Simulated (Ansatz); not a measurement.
Ligand exchange: C2H8O2Si2 + C3H7FO → C2H8O3Si2 + C3H7F

Species: C2H8O2Si2 `C=C[SiH](O)[SiH2]O`, singlet; C3H7FO `CC(C)(O)F`, singlet; C2H8O3Si2 `C=C[SiH](O)[SiH](O)O`, singlet; C3H7F (2-fluoropropane) `CC(C)F`, singlet. The partners trade H for OH: Si–H and C–OH bonds give way to Si–OH and C–H.

Shapes, held fixed at every level: PBE0-D4/def2-TZVP. Flexible molecules stand in one conformer, not always the lowest. Programs: Ansatz 0.2.0. Electronic energies: no zero-point or thermal term.

Question: Estimate ΔE of this reaction.

Answer: The highest level, CCSD(T)/CBS estimate, gives ΔE = -137.9 kJ/mol; the levels span -140.6 to -131.3. The column of differences is taken from that level and isn't an error. No measured value is set beside it here. The CBS estimate extrapolates MP2 from def2-TZVPP and def2-QZVPP and adds CCSD(T) − MP2 in the triple-zeta set, cores frozen.

```csv
level,kind,ΔE (kJ/mol),less CCSD(T)/CBS estimate
HF/def2-TZVPP,Hartree–Fock,-140.3,-2.4
r2SCAN-D4/def2-TZVPP,meta-GGA,-131.3,+6.6
B3LYP-D4/def2-TZVPP,global hybrid,-137.0,+0.9
B2PLYP/def2-TZVPP,double hybrid,-138.8,-0.9
MP2/def2-TZVPP,perturbation theory,-140.6,-2.7
CCSD/def2-TZVPP,coupled cluster or CI,-136.1,+1.8
CCSD(T)/CBS estimate,coupled cluster or CI,-137.9,0.0
```
